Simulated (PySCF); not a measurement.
Order these species by their calculated properties.

Each SMILES stands for a single optimised conformer of the isolated species, non-relativistic unless stated; the electronic structure was computed with PySCF and density fitting.

Dipoles, sizes and rotational constants follow the conformer. The torsions of the flexible species, by atom-mapped SMILES:
- `[NH2:1][SiH2:2][SH:3]`: H–N1–Si2–S3 178°, H–N1–Si2–S3 -41°, H–S3–Si2–N1 -52°
- `[NH2:1][C:2](=[O:3])[CH2:4][OH:5]`: N1–C2–C4–O5 180°, H–N1–C2–O3 -179°, H–N1–C2–O3 0°, H–O5–C4–C2 0°
- `[H]/[N:5]=[C:4]1\[C@@H:3]([CH2:2][CH3:1])[C@H:7]([F:8])[CH2:6]1`: C1–C2–C3–C4 175°
- `[CH3:1][CH2:2][Si+:3]([CH3:4])[CH3:5]`: C1–C2–Si3–C4 87°

The conformers of `[H]/N=C1\CC[C@H](F)[C@@H]1C` and `F[SiH]1N[SiH2]N[SiH2]N1` aren't listed.

Question: Rank by dipole moment, highest first (CAM-B3LYP/def2-SVPD at GFN2-xTB geometries).
A. `[C@H]1(CC)[C@H](F)C/C1=N/[H]`
B. `N[SiH2]S`
C. `[SiH3]P([SiH3])[SiH3]`
D. `NC(=O)CO`

Answer: D (4.57 D), B (2.20 D), A (2.02 D), C (0.64 D).

Question: Rank by HOMO–LUMO gap, highest first (CAM-B3LYP/def2-SVPD at GFN2-xTB geometries).
A. `CC[Si+](C)C`
B. `[H]/N=C1\CC[C@H](F)[C@@H]1C`
C. `[SiH3]P([SiH3])[SiH3]`
D. `NC(=O)CO`
E. `F[SiH]1N[SiH2]N[SiH2]N1`

Answer: D (10.37 eV), E (9.78 eV), B (9.53 eV), C (9.00 eV), A (8.53 eV).

Question: Rank by static isotropic polarisability, highest first (CAM-B3LYP/def2-SVPD at GFN2-xTB geometries).
A. `[H]/N=C1\CC[C@H](F)[C@@H]1C`
B. `N[SiH2]S`
C. `[H]/N=C1/C[C@@H](F)[C@@H]1CC`
D. `[SiH3]P([SiH3])[SiH3]`
E. `[SiH2]1N[SiH](F)N[SiH2]N1`
F. `NC(=O)CO`
G. `CC[Si+](C)C`

Answer: D (111.7 au), E (89.3 au), C (76.7 au), A (75.2 au), G (68.5 au), B (56.7 au), F (41.9 au).

Question: Rank by electronic spatial extent ⟨r²⟩ about the centre of nuclear charge, lowest first (CAM-B3LYP/def2-SVPD at GFN2-xTB geometries).
A. `[H]/N=C1/C[C@@H](F)[C@@H]1CC`
B. `P([SiH3])([SiH3])[SiH3]`
C. `S[SiH2]N`
D. `NC(=O)CO`

Answer: C (392 bohr²), D (409 bohr²), B (1026 bohr²), A (1060 bohr²).

Q: By how much do the two ends of that ranking differ?

A: By 668 bohr², between `[H]/N=C1/C[C@@H](F)[C@@H]1CC` and `N[SiH2]S`.

Question: Rank by lowest singlet excitation, lowest first (TDDFT CAM-B3LYP/def2-SVPD at GFN2-xTB geometries).
A. `NC(=O)CO`
B. `[SiH3]P([SiH3])[SiH3]`
C. `[H]/N=C1/C[C@@H](F)[C@@H]1CC`
D. `N[SiH2]S`
E. `F[SiH]1N[SiH2]N[SiH2]N1`
F. `CC[Si+](C)C`
G. `C[C@@H]1/C(=N/[H])CC[C@@H]1F`

Answer: F (4.79 eV), C (5.09 eV), G (5.20 eV), B (5.94 eV), A (6.10 eV), D (6.27 eV), E (6.47 eV).

Question: Rank by HOMO energy, highest first (CAM-B3LYP/def2-SVPD at GFN2-xTB geometries).
A. `[C@H]1([C@@H](/C(=N/[H])CC1)C)F`
B. `NC(=O)CO`
C. `CC[Si+](C)C`
D. `[SiH3]P([SiH3])[SiH3]`
E. `F[SiH]1N[SiH2]N[SiH2]N1`

Answer: D (-8.21 eV), A (-8.70 eV), E (-8.88 eV), B (-9.44 eV), C (-15.04 eV).
